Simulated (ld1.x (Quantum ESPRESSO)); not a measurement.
Tc (Z = 43): excitation energies, all-electron against TM semilocal

```json
{
 "Element": "Tc (Z = 43)",
 "Generator": "ld1.x (Quantum ESPRESSO) 7.5",
 "Type": "norm-conserving Troullier–Martins (semilocal form)",
 "Functional": "PBE",
 "Relativity": "scalar-relativistic",
 "Frozen core": "[Kr]",
 "Valence charge": "7",
 "Reference configuration": "4d5 5s2 5p0",
 "Partial waves": "5p (bound, empty): rc 1.40 bohr; 4d (bound): rc 1.65 bohr; 5s (bound): rc 1.95 bohr",
 "Local potential": "the s channel",
 "Core correction": "Bessel-smoothed model core inside 0.95 bohr"
}
```

Energies are relative to the spin-unpolarised reference configuration 4d5 5s2 5p0; without spin polarisation the order of configurations can differ from experiment. The frozen-core shift is the all-electron ΔE with the core orbitals held at their reference shape minus the fully relaxed ΔE.

Question: Give the all-electron excitation energy and the error of the potential for: 4d5 5s1 5p0; 4d5 5s0 5p0; 4d4 5s0 5p0; 4d6 5s0 5p0; 4d3 5s0 5p0; 4d5 5s1.5 5p0; 4d6 5s1 5p0.

Answer:

```json
{"valence configuration": "4d5 5s1 5p0", "charge": "+1", "ΔE all-electron (eV)": "8.153", "error AE − PS (meV)": "-1.5", "frozen-core shift (meV)": "+2.6"}
{"valence configuration": "4d5 5s0 5p0", "charge": "+2", "ΔE all-electron (eV)": "23.004", "error AE − PS (meV)": "-24", "frozen-core shift (meV)": "+12"}
{"valence configuration": "4d4 5s0 5p0", "charge": "+3", "ΔE all-electron (eV)": "51.710", "error AE − PS (meV)": "-176", "frozen-core shift (meV)": "+201"}
{"valence configuration": "4d6 5s0 5p0", "charge": "+1", "ΔE all-electron (eV)": "6.165", "error AE − PS (meV)": "-86", "frozen-core shift (meV)": "+62"}
{"valence configuration": "4d3 5s0 5p0", "charge": "+4", "ΔE all-electron (eV)": "93.745", "error AE − PS (meV)": "-795", "frozen-core shift (meV)": "+911"}
{"valence configuration": "4d5 5s1.5 5p0", "charge": "+0.5", "ΔE all-electron (eV)": "3.282", "error AE − PS (meV)": "-0.5", "frozen-core shift (meV)": "+0.8"}
{"valence configuration": "4d6 5s1 5p0", "charge": "0", "ΔE all-electron (eV)": "-0.939", "error AE − PS (meV)": "-43", "frozen-core shift (meV)": "+45"}
```

Levels in the configuration 4d5 5s1.5 5p0:

```csv
level,all-electron (eV),pseudo (eV)
4d,-10.242,-10.222
5s,-8.123,-8.122
```

The ghost test of this file was not conclusive. The 5p radius (1.40 bohr) lies inside the outermost node of the all-electron wave (1.45 bohr), which a nodeless pseudo-wave cannot match soundly.
